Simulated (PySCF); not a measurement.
Computed shifts of a molecule C2H8FNSi2, PySCF with PBE/pcSseg-1, GIAO, gas phase, atoms alike by connectivity averaged where their shifts nearly agree, in ppm (number of nuclei): ¹³C: 44.0 (1), -3.3 (1). ²⁹Si: 8.4 (1), -7.7 (1). ¹⁵N: 88.0 (1). ¹⁹F: -155.4 (1). ¹H: 6.14 (1), 5.05 (1), 3.73 (1), 3.44 (1), 2.31 (1), 0.82 (3). References: ¹³C against TMS (σ = 182.0 ppm); ²⁹Si against TMS (σ = 335.4 ppm); ¹⁵N against NH3 (σ = 267.0 ppm); ¹⁹F against CFCl3 (σ = 133.6 ppm); ¹H against TMS (σ = 31.49 ppm), references at their B3LYP-D3(BJ)/def2-TZVP geometries, non-relativistic. Coordinates come from a TPSSh-D3(BJ)/def2-SVP optimisation. One conformer was computed; it need not be the lowest.

Problem. Pick the molecule that these values belong to.
(A) C[Si@]1(F)NC[SiH2]1
(B) N[Si@H]1C[Si@@H](F)C1
(C) C[Si@H](F)/C=N/[SiH3]
(D) C[Si@H]1CN[Si@H]1F

Solution. D, C[Si@H]1CN[Si@H]1F
